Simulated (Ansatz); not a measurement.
CH3IIn, SMILES `[CH3][In][I]` radical. Charge 0, multiplicity 2. In, I: def2 effective core potential.

Cartesian coordinates in Å:
```
C 0.673 -0.418 -0.357
In -0.633 0.012 1.373
I -2.616 1.818 0.872
H 1.114 0.533 -0.656
H 1.439 -1.142 -0.087
H 0.025 -0.802 -1.146
```

Question: What are the harmonic wavenumbers in cm⁻¹ at PBE0-D4/def2-TZVP (Ansatz, finite differences of forces, unscaled)? (Estimate.)

Answer: The calculation gave: 41, 84, 178, 419, 612, 678, 1099, 1425, 1434, 3063, 3171, 3193.

Question: Is this a minimum?

Answer: Yes, all 12 modes are real.

Question: Give the ideal-gas thermochemistry at 298.15 K and 1 bar (rigid rotor, harmonic oscillator; point group Cs, symmetry number 1).

Answer: Zero-point energy 92.1 kJ/mol; H(298) − E = 109.4 kJ/mol; entropy 356.3 J/(mol·K), of which translation 178.0, rotation 117.7, vibration 54.8, electronic 5.8; G(298) − E = 3.2 kJ/mol. Modes under 100 cm⁻¹ are hindered rotations or soft bends, so the harmonic entropy is rough.

Question: Rotational constants (cm⁻¹)?

Answer: 0.3183, 0.03112, 0.0285.
